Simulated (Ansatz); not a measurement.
Gas-phase electronic energies from Ansatz, PBE0-D4/def2-TZVP geometries. CBS: MP2 limit from def2 TZ/QZ plus the TZ coupled-cluster correction, frozen cores. DFT in def2-TZVPP. Elements past krypton have def2 core potentials. For Nb, W outer-core shells are correlated without core-valence functions, which leaves a few kJ/mol of doubt a bond. One conformer a species, not always the lowest.

`[OH][W]([OH])([OH])([OH])([Cl])[Cl]` + `[O]=[Nb]([OH])([F])[Cl]` → `[OH][W]([OH])([OH])([OH])([F])[Cl]` + `[O]=[Nb]([OH])([Cl])[Cl]`  (redistribution)

Is it downhill or uphill in electronic energy at CCSD(T)/CBS, and by how much? (Estimate.)

The calculation gave: Downhill: ΔE = -0.19 eV.

What do these levels give: PBE-D4, PBE0-D4, ωB97M-V, r2SCAN, CCSD/def2-SVP, SCS-MP2/def2-TZVPP? (Best estimate.)

Ansatz gave: PBE-D4 -0.15, PBE0-D4 -0.19, ωB97M-V -0.21, r2SCAN -0.22, CCSD/def2-SVP -0.29, SCS-MP2/def2-TZVPP -0.21 eV.

Largest T1 diagnostic among the species: 0.022, so the coupled-cluster value is less sure than usual.

Leaving LDA and LC-ωPBE aside and taking each functional with its dispersion term where it has one, the values, not all of them listed here, spread over 0.12 eV, from BHLYP-D4 to revPBE-D4. The D4 term adds +0.04 eV with B3LYP and +0.02 eV with PBE0; it sums over pairs of atoms, weighted by their polarisabilities, and B3LYP, whose exchange is more repulsive, gets the larger term.

B3LYP here is the variant with VWN-RPA as its local correlation; programs differ in this.
